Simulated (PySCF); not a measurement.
oxadisiletane (CH6OSi2), SMILES C1O[SiH2][SiH2]1. Atoms are numbered in the order given.

```xyz
10

C     -1.2721     0.6139     0.0000
O     -1.1021    -0.8300     0.0000
Si     0.5710    -1.1316     0.0000
Si     0.5788     1.2015     0.0000
H     -1.8474     0.9190    -0.8914
H     -1.8474     0.9190     0.8914
H      1.0205    -1.8873     1.2028
H      1.0205    -1.8873    -1.2028
H      1.0027     1.9569    -1.2124
H      1.0027     1.9569     1.2124
```

Geometry optimised at TPSSh-D3(BJ)/def2-SVP.

Two levels are set side by side: PBE/pcSseg-1 (PySCF) and HF/pcSseg-1 (PySCF). GIAO shifts against H2O (¹⁷O), TMS (²⁹Si), TMS (¹H), TMS (¹³C) at the same level; non-relativistic, no solvent, atoms listed together averaged. Differences are taken from unrounded values.

```
quantity                  PBE
----------------------  -----
δ(¹³C) of C1 (ppm)       73.0
δ(¹⁷O) of O2 (ppm)       66.3
δ(²⁹Si) of Si3 (ppm)     16.5
δ(²⁹Si) of Si4 (ppm)    -34.0
δ(¹H) of H5, H6 (ppm)    5.25
δ(¹H) of H7, H8 (ppm)    6.37
δ(¹H) of H9, H10 (ppm)   5.38
```

Task: These are the PBE values. What does HF give? (The exact figures need the calculation; the answer reports its results.)

Result: 
```tsv
quantity	HF	PBE minus HF
δ(¹³C) of C1 (ppm)	59.8	13.1
δ(¹⁷O) of O2 (ppm)	16.6	49.7
δ(²⁹Si) of Si3 (ppm)	6.4	10.1
δ(²⁹Si) of Si4 (ppm)	-29.4	-4.6
δ(¹H) of H5, H6 (ppm)	4.55	0.70
δ(¹H) of H7, H8 (ppm)	5.29	1.09
δ(¹H) of H9, H10 (ppm)	4.62	0.76
```

Rough cost on one machine, each run with all the roots and properties that it gave: HF against PBE within a factor of 2.
